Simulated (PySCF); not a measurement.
C2H8AsGa, singlet, at a GFN2-xTB geometry (such geometries of metal compounds can be far from the true shape); PySCF with PBE0/pcseg-1.

Here is a job for PySCF.
```python
from pyscf import gto, scf, dft

mol = gto.M(
    atom='''
Ga    0.411344   -0.567388    0.352852
C     2.183584   -1.248071   -0.444470
H     2.085090   -2.279472   -0.800044
H     2.988089   -1.241523    0.297806
H     2.505930   -0.633570   -1.292635
C    -0.318340   -1.525713    2.022935
H    -0.598253   -2.559395    1.791832
H    -1.207339   -1.022344    2.419574
H     0.427639   -1.567734    2.822820
As   -0.833630    1.287945   -0.699837
H    -2.069467    0.432963   -0.534637
H    -0.565032    0.600627   -2.019298
''',
    basis='pcseg-1',
    charge=0,
    spin=0,
    verbose=5,
)

mf = dft.RKS(mol)
mf.xc = 'pbe0'
mf.kernel()
mf.analyze()
```

What the program printed (banner, timings and long lists left out):

```
PySCF version 2.14.0

[INPUT] verbose = 5
[INPUT] max_memory = 4000
[INPUT] num. atoms = 12
[INPUT] num. electrons = 84
[INPUT] charge = 0
[INPUT] spin (= nelec alpha-beta = 2S) = 0
[INPUT] symmetry False subgroup None
[INPUT] Mole.unit = angstrom
[INPUT] Symbol           X                Y                Z      unit          X                Y                Z       unit  Magmom
[...]
[INPUT] ---------------- BASIS SET ----------------
[INPUT] l, kappa, [nprim/nctr], expnt,             c_1 c_2 ...
[INPUT] H
[...]
                                1.86871           0.15915    0
                                0.418208           0.5    0
                                0.1061               0    1
[...]
[INPUT] Ga
[...]
                                13216.8           0.0141705    0    0    0    0
                                3007.66           0.0703552    0    0    0    0
                                849.422           0.245199    0    0    0    0
                                276.595            0.5    0    0    0    0
                                95.3959           0.392973    0    0    0    0
                                183.189              0 -0.080462    0    0    0
                                21.9548              0  0.5    0    0    0
                                9.85248              0 0.378347    0    0    0
                                3.48869              0 0.0423214    0    0    0
                                2.6077               0    0  0.5    0    0
                                1.03672              0    0 0.254793    0    0
                                0.188517             0    0    0    1    0
                                0.0663048            0    0    0    0    1
[...]
                                526.42            0.025031    0    0    0
                                169.409           0.115722    0    0    0
                                63.2435           0.329792    0    0    0
                                25.5018            0.5    0    0    0
                                10.242            0.272708    0    0    0
                                6.51924              0 0.290703    0    0
                                2.6462               0  0.5    0    0
                                1.04896              0 0.270636    0    0
                                0.259549             0    0    1    0
                                0.0646505            0    0    0    1
[...]
                                29.4416           0.100547    0
                                10.4513           0.312568    0
                                3.96696           0.510489    0
                                1.43116            0.5    0
                                0.455184          0.267059    0
                                0.151                0    1
[INPUT] C
[...]
                                187.145           0.0449576    0    0
                                42.5126           0.197901    0    0
                                11.7393            0.5    0    0
                                3.50548           0.480364    0    0
                                5.39089              0 -0.070398    0
                                0.493341             0  0.5    0
                                0.149741             0    0    1
[...]
                                1.93658           0.224999    0
                                0.526296           0.5    0
                                0.136319             0    1
[...]
[INPUT] As
[...]
                                15062.8           0.0140978    0    0    0    0
                                3427.76           0.0700313    0    0    0    0
                                968.153           0.244472    0    0    0    0
                                315.419            0.5    0    0    0    0
                                108.898           0.395452    0    0    0    0
                                208.617              0 -0.0798828    0    0    0
                                25.1148              0  0.5    0    0    0
                                11.3102              0 0.372555    0    0    0
                                3.93496              0 0.0432472    0    0    0
                                3.03771              0    0  0.5    0    0
                                1.24735              0    0 0.240289    0    0
                                0.276603             0    0    0    1    0
                                0.0998823            0    0    0    0    1
[...]
                                612.631           0.0243044    0    0    0
                                197.311           0.113168    0    0    0
                                73.7719           0.32585    0    0    0
                                29.8432            0.5    0    0    0
                                12.0398           0.27724    0    0    0
                                7.68772              0 0.289577    0    0
                                3.18206              0  0.5    0    0
                                1.31486              0 0.26456    0    0
                                0.393916             0    0    1    0
                                0.111712             0    0    0    1
[...]
                                39.0846           0.0867896    0
                                14.1215           0.283323    0
                                5.51628           0.495738    0
                                2.09379            0.5    0
                                0.720841          0.242044    0
                                0.238                0    1

nuclear repulsion = 498.835469567056
number of shells = 28
number of NR pGTOs = 270
number of NR cGTOs = 122
basis = pcseg-1
ecp = {}

******** <class 'pyscf.dft.rks.RKS'> ********
method = RKS
initial guess = minao
damping factor = 0
level_shift factor = 0
DIIS = <class 'pyscf.scf.diis.CDIIS'>
diis_start_cycle = 1
[...]
converged SCF energy = -4240.65054642113
Total Energy =                       -4240.650546421132276
[...]
9 As 3dxz        0.00000   0.00002  -0.00000  -0.00003   0.00001
9 As 3dx2-y2    -0.00002  -0.00002   0.00000   0.00002   0.00002
9 As 4dxy       -0.00034  -0.00434  -0.00276   0.00591  -0.00128
9 As 4dyz       -0.00026  -0.00395   0.00213   0.00491  -0.00197
9 As 4dz^2       0.00308  -0.00131   0.00314   0.00195   0.00153
9 As 4dxz       -0.00012   0.00166  -0.00030  -0.00440   0.00211
9 As 4dx2-y2    -0.00220  -0.00125  -0.00137   0.00235   0.00295
10 H 1s          0.00009   0.00042   0.00042  -0.00031   0.00001
10 H 2s          0.00035   0.00721   0.00067  -0.00749   0.00207
10 H 2px         0.00394   0.00209   0.00285  -0.00399   0.00376
10 H 2py        -0.00289   0.00365   0.00147  -0.00236   0.00135
10 H 2pz         0.00249  -0.00196   0.00183   0.00090  -0.00074
11 H 1s         -0.00009   0.00044  -0.00041  -0.00031   0.00004
11 H 2s         -0.00070   0.00744  -0.00019  -0.00760   0.00178
11 H 2px        -0.00291  -0.00226  -0.00166   0.00109  -0.00072
11 H 2py         0.00385   0.00323  -0.00116  -0.00169   0.00072
11 H 2pz        -0.00434   0.00265  -0.00271  -0.00424   0.00387
               #121      #122
0 Ga 1s         -0.00000   0.00000
0 Ga 2s         -0.00000   0.00000
0 Ga 3s          0.00000  -0.00000
0 Ga 4s          0.00000  -0.00000
0 Ga 5s          0.00010   0.00021
0 Ga 2px        -0.00000   0.00001
0 Ga 2py        -0.00000   0.00000
0 Ga 2pz         0.00000  -0.00001
0 Ga 3px         0.00000   0.00000
0 Ga 3py         0.00000   0.00000
0 Ga 3pz        -0.00000  -0.00000
0 Ga 4px         0.00015   0.00136
0 Ga 4py        -0.00010   0.00014
0 Ga 4pz        -0.00009  -0.00141
0 Ga 5px        -0.00103   0.00660
0 Ga 5py        -0.00052   0.00092
0 Ga 5pz         0.00161  -0.00648
0 Ga 3dxy        0.00023  -0.00012
0 Ga 3dyz       -0.00017   0.00012
0 Ga 3dz^2      -0.00033  -0.00009
0 Ga 3dxz        0.00002  -0.00001
0 Ga 3dx2-y2     0.00016   0.00008
0 Ga 4dxy       -0.01532   0.00368
0 Ga 4dyz        0.01191  -0.00394
0 Ga 4dz^2       0.02513   0.00455
0 Ga 4dxz       -0.00131  -0.00010
0 Ga 4dx2-y2    -0.01192  -0.00426
1 C 1s          -0.00001  -0.00001
1 C 2s           0.00035   0.00028
1 C 3s           0.00079  -0.00077
1 C 2px          0.02312   0.00240
1 C 2py          0.02809  -0.03281
1 C 2pz          0.02621   0.03176
1 C 3px          0.00021   0.00168
1 C 3py          0.00067  -0.01001
1 C 3pz         -0.00017   0.00949
1 C 3dxy        -0.03425  -0.06522
1 C 3dyz        -0.15359   0.30119
1 C 3dz^2        0.15114  -0.13912
1 C 3dxz         0.20027   0.27182
1 C 3dx2-y2      0.32104   0.02074
2 H 1s           0.03383  -0.01843
2 H 2s          -0.02779   0.01517
2 H 2px          0.02810  -0.02277
2 H 2py          0.38788  -0.19336
2 H 2pz          0.12540  -0.09719
3 H 1s          -0.03214  -0.02082
3 H 2s           0.02555   0.01682
3 H 2px          0.28728   0.18863
3 H 2py         -0.01106   0.02491
3 H 2pz          0.26350   0.15466
4 H 1s          -0.00221   0.03787
4 H 2s           0.00217  -0.03649
4 H 2px         -0.00223  -0.13414
4 H 2py          0.00382  -0.25233
4 H 2pz         -0.03328   0.34761
5 C 1s           0.00000   0.00001
5 C 2s          -0.00033  -0.00030
5 C 3s          -0.00089   0.00067
5 C 2px         -0.02470  -0.03382
5 C 2py         -0.02473   0.03006
5 C 2pz         -0.02555   0.00168
5 C 3px         -0.00034  -0.01028
5 C 3py         -0.00068   0.00930
5 C 3pz          0.00010  -0.00033
5 C 3dxy         0.12089  -0.24053
5 C 3dyz         0.10057   0.04422
5 C 3dz^2       -0.18293  -0.07336
5 C 3dxz        -0.19142  -0.30925
5 C 3dx2-y2     -0.28827   0.15514
6 H 1s          -0.03204   0.01819
6 H 2s           0.02539  -0.01449
6 H 2px         -0.09112   0.08255
6 H 2py         -0.36936   0.19335
6 H 2pz         -0.07351   0.04693
7 H 1s           0.00070  -0.03748
7 H 2s          -0.00071   0.03612
7 H 2px          0.01886  -0.36043
7 H 2py          0.00639   0.20442
7 H 2pz          0.00771   0.16291
8 H 1s           0.03177   0.02070
8 H 2s          -0.02561  -0.01720
8 H 2px         -0.26241  -0.15266
8 H 2py          0.02712  -0.01148
8 H 2pz         -0.28066  -0.18877
9 As 1s         -0.00000  -0.00000
9 As 2s          0.00000  -0.00000
9 As 3s         -0.00000   0.00000
9 As 4s          0.00003  -0.00000
9 As 5s          0.00023   0.00006
9 As 2px        -0.00000   0.00000
9 As 2py        -0.00000   0.00000
9 As 2pz         0.00000  -0.00000
9 As 3px        -0.00000  -0.00000
9 As 3py         0.00000  -0.00000
9 As 3pz         0.00000   0.00000
9 As 4px         0.00007  -0.00027
9 As 4py        -0.00000  -0.00002
9 As 4pz        -0.00002   0.00027
9 As 5px        -0.00060  -0.00332
9 As 5py         0.00007  -0.00030
9 As 5pz         0.00086   0.00310
9 As 3dxy        0.00000   0.00001
9 As 3dyz       -0.00000  -0.00001
9 As 3dz^2      -0.00001   0.00001
9 As 3dxz        0.00000   0.00000
9 As 3dx2-y2     0.00000  -0.00001
9 As 4dxy        0.00151   0.00050
9 As 4dyz       -0.00134  -0.00068
9 As 4dz^2      -0.00301   0.00335
9 As 4dxz        0.00043  -0.00007
9 As 4dx2-y2     0.00145  -0.00207
10 H 1s          0.00004   0.00008
10 H 2s         -0.00599   0.00263
10 H 2px        -0.00354   0.00255
10 H 2py        -0.00449  -0.00106
10 H 2pz         0.00004   0.00124
11 H 1s         -0.00002  -0.00009
11 H 2s          0.00633  -0.00323
11 H 2px        -0.00051  -0.00122
11 H 2py         0.00393   0.00111
11 H 2pz         0.00423  -0.00286
 ** Mulliken pop on meta-lowdin orthogonal AOs  **
 ** Mulliken pop  **
 ** Mulliken atomic charges  **
charge of    0Ga =      0.51858
charge of    1C =     -0.52864
charge of    2H =      0.11440
charge of    3H =      0.11338
charge of    4H =      0.10782
charge of    5C =     -0.52864
charge of    6H =      0.11454
charge of    7H =      0.10787
charge of    8H =      0.11318
charge of    9As =     -0.15818
charge of   10H =      0.01287
charge of   11H =      0.01282
Dipole moment(X, Y, Z, Debye):  0.37035, -0.91230,  0.27280
```
